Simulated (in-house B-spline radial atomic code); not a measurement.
Radial electron density of Ta⁺, [Xe] 4f14 5d3 6s1. Level of theory: scalar-relativistic (X2C) TPSSh, spin-polarised, spherical fractional occupations, Fermi nucleus of rms radius 5.3507 fm; calculated with an all-electron radial atomic-structure program (B-spline basis).

Caution: exact exchange at fractional occupations of open shells leaves self-interaction of up to several eV.

One-electron X2C: radii and densities carry no picture-change correction, so inner-shell <1/r> comes out high (for 1s by about 2 % at Z = 33, 5 % at 54, 10 % at 75, 30 % at 118) and <r> low.

Columns: r (bohr), 4πr²n(r) (electrons per bohr), bar.

```
0.000429    3.641 #
0.000538    5.003 ##
0.000673    6.823 ##
0.000843    9.276 ###
 0.00105    12.45 ####
 0.00132    16.79 ######
 0.00165    22.27 #######
 0.00207    29.35 ##########
 0.00259    38.02 #############
 0.00324    48.36 ################
 0.00406    60.26 ####################
 0.00508    72.89 ########################
 0.00636    85.21 ############################
 0.00797    95.48 ################################
 0.00998    101.7 ##################################
  0.0125    102.3 ##################################
  0.0156    97.68 ################################
  0.0196    90.67 ##############################
  0.0245    87.45 #############################
  0.0307    93.85 ###############################
  0.0384    110.4 ####################################
  0.0481    128.4 ##########################################
  0.0602    133.3 ############################################
  0.0754      120 ########################################
  0.0943    103.9 ##################################
   0.118    105.7 ###################################
   0.148    120.1 ########################################
   0.185    114.8 ######################################
   0.232    82.84 ###########################
    0.29    61.42 ####################
   0.363       68 ######################
   0.455    72.53 ########################
   0.569    55.02 ##################
   0.713    32.55 ###########
   0.892    20.37 #######
    1.12     14.5 #####
     1.4    9.384 ###
    1.75    5.045 ##
    2.19    2.542 #
    2.74    1.369 
    3.44   0.6735 
     4.3   0.2466 
    5.38  0.05985 
    6.74 0.008436 
    8.44 0.0005841 
    10.6 1.658e-05
```

On this grid the curve has 4 maxima, near 0.0125, 0.0602, 0.148, 0.455 bohr.

The 5d up radial function P(r) = rR(r), positive near the nucleus:

```
r (bohr)         P
 0.00797  0.001171
  0.0125  0.003756
  0.0196   0.01148
  0.0307   0.03228
  0.0481   0.07928
  0.0754    0.1557
   0.118    0.2059
   0.185    0.0914
    0.29   -0.2009
   0.455   -0.2883
   0.713    0.1075
    1.12    0.6019
    1.75    0.7238
    2.74    0.4987
     4.3    0.1888
    6.74    0.0318
    10.6  0.001415
```
